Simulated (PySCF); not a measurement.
## Ni(OH)₂: how level, basis and relativity move the structure

Each row is its own optimisation.

Each entry is the lowest minimum that a search over a few typed start shapes (and spin states, where more than one is plausible) found, or that minimum re-optimised at the stated level; isomers with ligand–ligand bonds, or fragments after loss of a ligand pair, can lie lower. Open shells are unrestricted; no spin–orbit coupling; PySCF with density fitting.

| level | 2S+1 | point group | mean bond to Ni (Å) | lowest ω (cm⁻¹) | highest ω (cm⁻¹) | polar-tensor charge of Ni |
| --- | --- | --- | --- | --- | --- | --- |
| B3LYP/def2-SVP (no relativity) | 3 | C2h | 1.721 | 109 | 3907 | 1.02 |
| B3LYP/def2-TZVP (no relativity) | 3 | C2h | 1.735 | 119 | 3881 | 1.06 |
| PBE0/def2-TZVP (no relativity) | 3 | C2h | 1.732 | 131 | 3941 | 1.13 |

Across these levels the mean bond spreads over 0.014 Å and the highest wavenumber over 60 cm⁻¹; all give the same point group.

Levels that gave another bonding pattern or an unsound solution are left out.

Open d and f shells are single-determinant solutions and may miss the true ground state.
